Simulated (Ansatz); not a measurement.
Gas-phase electronic energies from Ansatz, PBE0-D4/def2-TZVP geometries. CBS: MP2 limit from def2 TZ/QZ plus the TZ coupled-cluster correction, frozen cores. Functionals use def2-TZVPP. B3LYP here is the variant with VWN-RPA as its local correlation; programs differ in this. def2 core potentials past Kr. For Br, Ga, Sn outer-core shells are correlated without core-valence functions, which leaves a few kJ/mol of doubt a bond. Scalar relativity is left out up to krypton. Each species was taken in one conformer, which may not be the lowest.

Reaction (redistribution): `[OH][SnH]([Cl])[Cl]` + `[SH][Ga]([SH])[Br]` → `[SH][SnH]([Cl])[Cl]` + `[OH][Ga]([SH])[Br]`

| level | ΔE (kJ/mol) | difference from CCSD(T)/CBS |
| --- | --- | --- |
| PBE-D4 | 7.2 | 1.5 |
| r2SCAN-D4 | 7.3 | 1.6 |
| PBE0-D4 | 6.5 | 0.8 |
| B3LYP-D4 | 5.7 | 0.0 |
| ωB97X-V | 6.6 | 0.9 |
| ωB97M-V | 6.2 | 0.5 |
| B2PLYP | 4.9 | -0.8 |
| PBE | 6.9 | 1.2 |
| r2SCAN | 7.2 | 1.5 |
| PBE0 | 6.2 | 0.5 |
| B3LYP | 5.2 | -0.5 |
| HF/def2-TZVPP | 4.3 | -1.4 |
| MP2/def2-TZVPP | 3.4 | -2.3 |
| SCS-MP2/def2-TZVPP | 3.4 | -2.3 |
| CCSD/def2-TZVPP | 3.9 | -1.8 |
| CCSD(T)/def2-TZVPP | 4.6 | -1.1 |
| HF/def2-QZVPP | 3.3 | -2.4 |
| MP2/def2-QZVPP | 3.7 | -2.0 |
| SCS-MP2/def2-QZVPP | 3.6 | -2.1 |
| HF/CBS(def2) | 3.1 | -2.6 |
| MP2/CBS(def2) | 4.6 | -1.1 |
| CCSD/CBS(def2) | 5.0 | -0.7 |
| CCSD(T)/CBS | 5.7 | 0 |

Largest T1 diagnostic among the species: 0.012.
